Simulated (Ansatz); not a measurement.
Born–Oppenheimer molecular dynamics of GaH3O (5 atoms, charge 0, multiplicity 1). It goes on from the last frame of an earlier run, with new velocities.

All numbers below come from Ansatz 0.2.0, RKS CAM-B3LYP-D4/def2-SVP.

```
ensemble        : NVT, Langevin thermostat
time step       : 0.25 fs
steps asked     : 150
set temperature : 300 K
friction        : 0.05 /fs
seed            : 930088
```

Frames 0.25 fs apart, positions in Å, forces in eV/Å.

Velocities at 2.5 fs (Å/ps):

```
Ga -0.62 -0.18 0.84
O -3.36 0.00 -8.63
H -1.23 34.59 33.82
H 13.17 0.00 4.00
H 28.18 11.72 48.02
```

```xyz
5
Properties=species:S:1:pos:R:3:forces:R:3 time_fs=2.5 energy_less_start_eV=-0.152 T=582
Ga -0.017 -0.015 -0.051 -1.19 -0.83 -1.47
O -0.025 -0.113 1.733 1.58 0.89 -0.92
H -0.868 -0.507 1.766 -1.95 -1.03 1.10
H 1.018 0.611 -1.025 0.20 0.13 0.31
H -1.396 -0.818 -0.815 1.36 0.84 0.98
5
Properties=species:S:1:pos:R:3:forces:R:3 time_fs=2.8 energy_less_start_eV=-0.178 T=566
Ga -0.017 -0.015 -0.051 -1.15 -0.81 -1.48
O -0.025 -0.114 1.731 1.81 0.99 -0.88
H -0.869 -0.499 1.774 -2.15 -1.10 1.10
H 1.022 0.610 -1.023 0.19 0.12 0.33
H -1.388 -0.815 -0.803 1.30 0.81 0.93
5
Properties=species:S:1:pos:R:3:forces:R:3 time_fs=3.0 energy_less_start_eV=-0.210 T=606
Ga -0.017 -0.015 -0.051 -1.09 -0.79 -1.47
O -0.026 -0.114 1.729 1.93 1.03 -0.84
H -0.870 -0.492 1.782 -2.24 -1.13 1.10
H 1.025 0.609 -1.022 0.17 0.11 0.34
H -1.379 -0.811 -0.790 1.23 0.78 0.87
5
Properties=species:S:1:pos:R:3:forces:R:3 time_fs=3.2 energy_less_start_eV=-0.247 T=671
Ga -0.017 -0.015 -0.051 -1.04 -0.77 -1.44
O -0.027 -0.114 1.728 1.90 1.01 -0.78
H -0.873 -0.486 1.791 -2.18 -1.09 1.08
H 1.028 0.608 -1.020 0.16 0.11 0.35
H -1.370 -0.806 -0.776 1.16 0.74 0.80
5
Properties=species:S:1:pos:R:3:forces:R:3 time_fs=3.5 energy_less_start_eV=-0.288 T=721
Ga -0.018 -0.015 -0.051 -0.97 -0.73 -1.43
O -0.027 -0.114 1.726 1.79 0.95 -0.71
H -0.877 -0.481 1.801 -2.03 -1.01 1.05
H 1.032 0.607 -1.020 0.15 0.10 0.36
H -1.360 -0.801 -0.762 1.06 0.69 0.73
5
Properties=species:S:1:pos:R:3:forces:R:3 time_fs=3.8 energy_less_start_eV=-0.329 T=773
Ga -0.018 -0.015 -0.051 -0.89 -0.69 -1.42
O -0.028 -0.114 1.723 1.57 0.85 -0.62
H -0.883 -0.476 1.811 -1.78 -0.88 1.00
H 1.035 0.606 -1.020 0.13 0.09 0.38
H -1.350 -0.795 -0.749 0.96 0.64 0.65
5
Properties=species:S:1:pos:R:3:forces:R:3 time_fs=4.0 energy_less_start_eV=-0.368 T=802
Ga -0.018 -0.015 -0.051 -0.80 -0.64 -1.41
O -0.028 -0.114 1.721 1.33 0.74 -0.50
H -0.888 -0.473 1.821 -1.49 -0.75 0.94
H 1.037 0.606 -1.020 0.12 0.08 0.40
H -1.339 -0.789 -0.735 0.85 0.58 0.57
5
Properties=species:S:1:pos:R:3:forces:R:3 time_fs=4.2 energy_less_start_eV=-0.404 T=809
Ga -0.018 -0.015 -0.051 -0.70 -0.58 -1.40
O -0.028 -0.113 1.718 1.05 0.62 -0.36
H -0.893 -0.471 1.832 -1.17 -0.61 0.86
H 1.039 0.607 -1.020 0.10 0.07 0.42
H -1.329 -0.782 -0.721 0.73 0.51 0.48
5
Properties=species:S:1:pos:R:3:forces:R:3 time_fs=4.5 energy_less_start_eV=-0.436 T=888
Ga -0.018 -0.015 -0.051 -0.59 -0.51 -1.39
O -0.029 -0.113 1.716 0.74 0.48 -0.21
H -0.899 -0.469 1.844 -0.82 -0.46 0.77
H 1.040 0.608 -1.021 0.08 0.06 0.44
H -1.317 -0.775 -0.707 0.59 0.43 0.39
5
Properties=species:S:1:pos:R:3:forces:R:3 time_fs=4.8 energy_less_start_eV=-0.462 T=920
Ga -0.018 -0.014 -0.051 -0.46 -0.43 -1.37
O -0.029 -0.113 1.713 0.41 0.35 -0.05
H -0.905 -0.468 1.856 -0.44 -0.30 0.67
H 1.042 0.609 -1.021 0.07 0.04 0.46
H -1.305 -0.769 -0.693 0.43 0.34 0.28
5
Properties=species:S:1:pos:R:3:forces:R:3 time_fs=5.0 energy_less_start_eV=-0.480 T=943
Ga -0.018 -0.014 -0.051 -0.33 -0.35 -1.35
O -0.029 -0.113 1.710 0.08 0.22 0.13
H -0.911 -0.467 1.869 -0.07 -0.15 0.55
H 1.044 0.611 -1.021 0.05 0.03 0.48
H -1.293 -0.763 -0.679 0.27 0.25 0.18
5
Properties=species:S:1:pos:R:3:forces:R:3 time_fs=5.2 energy_less_start_eV=-0.491 T=924
Ga -0.019 -0.014 -0.051 -0.18 -0.26 -1.32
O -0.030 -0.113 1.707 -0.23 0.09 0.32
H -0.916 -0.467 1.882 0.29 -0.01 0.43
H 1.046 0.614 -1.020 0.03 0.02 0.50
H -1.280 -0.758 -0.665 0.09 0.15 0.06
```

Of the whole run (38 fs, mean temperature of the second half 309 K): A run of 0.037 ps of so small a system gives no equilibrium averages.

The run took 4 min on 1 thread of Arm Neoverse V1 (shared host), peak memory 0.12 GiB.
